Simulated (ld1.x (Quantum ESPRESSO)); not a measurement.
**Configuration tests for chlorine (Cl) (ultrasoft)**

ld1.x (Quantum ESPRESSO) 7.5 input, shortened:

```
&input
   title='Cl', zed=17., rel=2, dft='BP', iswitch=3,
   config='[Ne] 3s2 3p5', rel_dist='average'
 /
 &inputp
   pseudotype=3, tm=.true., lloc=-1, rcloc=1.20,
   nlcc=.false.,
   which_augfun='PSQ', rmatch_augfun=1.10
 /
4
3S  1  0   2.00   0.00  1.15  1.35  0.0
3S  1  0   0.00   1.70  1.15  1.35  0.0
3P  2  1   5.00   0.00  1.50  1.70  0.0
3P  2  1   0.00   0.05  1.50  1.70  0.0
 &test
   configts(1)='3s2 3p5'
 /
```

Open shells are filled in proportion to 2j + 1 (rel_dist='average').

Energies are relative to the spin-unpolarised reference configuration 3s2 3p5; without spin polarisation the order of configurations can differ from experiment. The frozen-core shift is the all-electron ΔE with the core orbitals held at their reference shape minus the fully relaxed ΔE.

| valence configuration | charge | ΔE all-electron (eV) | error AE − PS (meV) | frozen-core shift (meV) |
| --- | --- | --- | --- | --- |
| 3s2 3p4 | +1 | 13.964 | +1.0 | +0.8 |
| 3s2 3p2 | +3 | 77.897 | +41 | +30 |
| 3s1 3p5 | +1 | 26.675 | +5.1 | +1.5 |
| 3s2 3p1 | +4 | 130.251 | +128 | +90 |
| 3s2 3p4.5 | +0.5 | 5.628 | +0.1 | +0.1 |

Q: What are ΔE and the potential's error for 3s2 3p3?

A: ΔE = 39.496 eV all-electron; the error (AE − PS) is +9.4 meV.

Q: What are ΔE and the potential's error for 3s1 3p6?

A: ΔE = 12.155 eV all-electron; the error (AE − PS) is +5.5 meV.

Levels in the configuration 3s1 3p5:

```tsv
level	all-electron (eV)	pseudo (eV)
3s j=1/2	-32.823	-32.813
3p j=1/2	-20.168	-20.169
3p j=3/2	-20.022	-20.022
```
